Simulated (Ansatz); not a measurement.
Calculation: frozen-core CCSD(T)/cc-pVTZ // PBE0-D4/def2-TZVP (Ansatz, an electronic-structure program).

Ansatz 0.2 input:
```yaml
crystal:
  periodic: [false, false, false]
  atoms:
    - { symbol: Ge, position_ang: [0.001216, 0.001578, 0.352253] }
    - { symbol: H, position_ang: [-0.297998, 1.434597, -0.122828] }
    - { symbol: H, position_ang: [-1.094468, -0.975791, -0.109269] }
    - { symbol: H, position_ang: [1.391249, -0.460385, -0.120158] }
basis:
  gaussian: { orbitals: cc-pVTZ }
correlation:
  method: ccsd_t
magnetization:
  spin_polarized: true
  initial_magnetization: 1
```

Output:

```
Functional definition: HF
505 factors; integrals over basis functions are off by at most 8.8e-4 eV
mean field evaluation 1: about -56520.3690 eV, gradient 7.0e0 eV
mean field evaluation 2: about -56520.3698 eV, gradient 7.0e0 eV
mean field evaluation 4: about -56520.9862 eV, gradient 1.1e0 eV
mean field evaluation 8: about -56520.9960 eV, gradient 3.2e-3 eV
mean field evaluation 16: about -56520.9956 eV, gradient 1.2e-1 eV
mean field -56520.99598080 eV, -2077.1082909873 hartree, gradient 6.1e-6 eV, S^2 0.754911; 0 other end points of the search recorded, 0 dependent functions left out
9 core orbitals not correlated
reference -56520.99598080 eV, -2077.1082909873 hartree; 9, 8 occupied and 67, 68 virtual orbitals, 505 factors
second order -5.24190916 eV of doubles, -0.00000000 eV of singles
cycle   1  -5.54984763 eV  change   -3.1e-1 eV  update   6.6e-2
cycle   2  -5.81287538 eV  change   -2.6e-1 eV  update   2.2e-2
cycle   3  -5.84142475 eV  change   -2.9e-2 eV  update   9.1e-3
cycle   4  -5.84114180 eV  change    2.8e-4 eV  update   2.8e-3
cycle   5  -5.84083737 eV  change    3.0e-4 eV  update   8.4e-4
cycle   6  -5.84061239 eV  change    2.2e-4 eV  update   3.5e-4
cycle   7  -5.84073775 eV  change   -1.3e-4 eV  update   1.2e-4
cycle   8  -5.84075501 eV  change   -1.7e-5 eV  update   3.7e-5
cycle   9  -5.84075159 eV  change    3.4e-6 eV  update   1.2e-5
perturbative correction -0.20596698 eV, -0.0075691470 hartree
Total energy: -56527.04269937 eV, -2077.3305037962 hartree
```

Cost: around 12 core-seconds (rough).
